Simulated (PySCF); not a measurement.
# Telling isomers of C6H15ClSi2 apart by NMR

[PySCF: geometry: GFN2-xTB; NMR shieldings at PBE0/pcSseg-1/GIAO; rapidly exchanging positions averaged; gas phase; non-relativistic; one conformer]

δ = σ(ref) − σ, references computed at the same level: ¹H, ¹³C vs TMS. Where no couplings were computed, multiplicities follow the n + 1 count of equivalent neighbours, and m marks all less simple cases (inequivalent or close neighbours, rings, F or P nearby). Shifts are as computed. Against solution values, carbons near 30 ppm lie about +3 ppm off and those near 130 ppm about +5 ppm; carbons on Cl a further +6 ppm. Of 1309 compounds with measured shifts, 239 miss one by over three times the rms of a fit or turn the order of signals round; such compounds aren't used in these exercises. Carbons bonded to Cl come out too deshielded.

(1) Tabulate the signals of `C=C[Si@H](Cl)[SiH2]C(C)(C)C`, `CC(C)C/C=C(\Cl)[SiH2][SiH3]` and their relative energies.

(2) What is the quickest way to tell C=C[Si@H](Cl)[SiH2]C(C)(C)C from CC(C)C/C=C(\Cl)[SiH2][SiH3]?

Answers

(1) 
```tsv
SMILES	carbon types	δC	δH	E rel. (kcal/mol)
C=C[Si@H](Cl)[SiH2]C(C)(C)C	1×C 1×CH 1×CH2 3×CH3	147.7, 143.5, 32.6, 24.3	6.65 (m, 1H), 6.58 (m, 1H), 5.98 (m, 1H), 5.79 (m, 1H), 3.90 (m, 1H), 3.80 (m, 1H), 1.17 (s, 9H)	0.0
CC(C)C/C=C(\Cl)[SiH2][SiH3]	1×C 2×CH 1×CH2 2×CH3	152.0, 140.6, 42.2, 32.7, 24.2	6.43 (t, 1H), 4.42 (q, 2H), 3.54 (t, 3H), 2.34 (m, 2H), 1.41 (m, 1H), 1.00 (d, 6H)	32.5
```

Energies are electronic energies at PBE0/pcSseg-1 on these geometries, without zero-point or thermal terms, each for the one conformer computed, which needn't be the lowest.

(2) Count the carbon signals: 4 against 5. The first has a terminal =CH2 carbon at 143.5 ppm, the second a fully substituted alkene carbon (C) at 140.6 ppm. Their most deshielded carbons lie at 147.7 and 152.0 ppm.
